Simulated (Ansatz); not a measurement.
Relaxation of ClFH6OW (10 atoms, charge 0, multiplicity 1), to a largest force component of 0.03 eV/Å in at most 50 steps.

Level of theory: Ansatz, RKS PBE/def2-SVP.

```xyz
10
Properties=species:S:1:pos:R:3
W -0.360 -0.106 0.125
F 0.062 0.018 1.946
H 1.034 0.825 0.026
H -0.422 1.275 -0.839
H -1.861 0.679 -0.013
Cl -0.916 -2.159 -0.730
H 0.581 -0.168 -1.268
O 1.994 -1.849 1.218
H 1.569 -2.723 1.313
H 1.677 -1.357 2.019
```

Question: Where does it end, and by what steps?

Answer: It converged. The force dipped under the threshold on the way, but the program's further checks kept it going. After 11 steps the energy has fallen by 0.334 eV; O8 moved furthest, 0.52 Å. Joined: W1–O8.

```tsv
step	energy less start (eV)	largest force component (eV/Å)	accepted
0	0.0000	0.650	yes
1	-0.0742	1.341	yes
2	-0.1975	1.606	yes
3	-0.2991	0.908	yes
4	-0.3115	0.207	yes
5	-0.3288	0.158	yes
6	-0.3308	0.082	yes
7	-0.3330	0.075	yes
8	-0.3315	0.191	no
9	-0.3339	0.016	yes
10	-0.3342	0.042	yes
11	-0.3343	0.029	yes
```

```xyz
10
Properties=species:S:1:pos:R:3
W -0.200 -0.191 0.233
F 0.065 0.311 2.048
H 1.119 0.837 0.067
H -0.420 1.134 -0.782
H -1.768 0.460 0.044
Cl -0.802 -2.257 -0.656
H 0.745 -0.273 -1.164
O 1.568 -1.593 1.055
H 1.365 -2.543 0.935
H 1.684 -1.450 2.017
```

Time of the run: 27 s on 2 threads of Arm Neoverse V2 (shared host), peak memory 0.16 GiB.
